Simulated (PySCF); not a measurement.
Input of a run (PBE0-D3(BJ)/def2-SVP geometry optimisation, gas phase (PySCF 2.14.0)), started from a GFN2-xTB structure with every atom displaced at random (by about 0.01 Å):
```
{"job": {"xc": "PBE0", "basis": "def2-SVP", "d3": "d3bj", "grid": 1, "shake": 0.01, "kind": "geom"}, "charge": 0, "multiplicity": 1}
B      2.051910    -0.651370     0.016090
C      0.547680    -0.272620    -0.006130
O     -0.430220    -1.234860    -0.090280
C     -1.568640    -0.649210    -0.081070
C     -1.497110     0.702030    -0.009280
C     -0.112620     0.961780     0.046150
Cl     0.627140     2.486890     0.151300
H      2.836390     0.235220     0.074810
H      2.343990    -1.742020    -0.024730
H     -2.467960    -1.289130    -0.124490
H     -2.292440     1.427450     0.031960
```

Output (energies in Eh, forces in Eh/bohr):
```
step   0  E = -714.28902262  max force = 0.062355
step   1  E = -714.29314964  max force = 0.017556
step   2  E = -714.29502726  max force = 0.009065
step   3  E = -714.29538762  max force = 0.007647
step   4  E = -714.29571706  max force = 0.005780
step   5  E = -714.29596061  max force = 0.002339
step   6  E = -714.29600662  max force = 0.001320
step   7  E = -714.29602183  max force = 0.000754
step   8  E = -714.29602588  max force = 0.000232
optimisation converged
```

Q: Summarise the run.

A: The energy falls by 4.4 kcal/mol over 9 energy and gradient evaluations, the largest force component goes from 0.0624 to 2.3e-04 Eh/bohr, and the atoms move by 0.027 Å rms after alignment. The bond that changes most is B1–H9 (three-coordinate boron to B–H hydrogen), which lengthens by 0.076 Å. Bonds longer at the end by more than 0.005 Å: 6 of 11; shorter: 3. Among the angles that change most is C5–C4–H10, from 128.5° to 131.7°. The energy never rose by more than 1e-6 Eh on the way. The first step brought 59 % of the lowering.

Q: What are the final bond lengths?

A: B1–C2 1.512 Å, C2–O3 1.378 Å, O3–C4 1.325 Å, C4–C5 1.371 Å, C5–C6 1.414 Å, C6–Cl7 1.704 Å, C2–C6 1.392 Å, B1–H8 1.205 Å, B1–H9 1.206 Å, C4–H10 1.089 Å, C5–H11 1.087 Å. Numbering counts from 1 in the input's order; the species is `Bc1occc1Cl`.

The run used 122 basis functions and 65 SCF cycles in all.

PBE0-D3(BJ)/def2-SVP frequencies: not computed here.
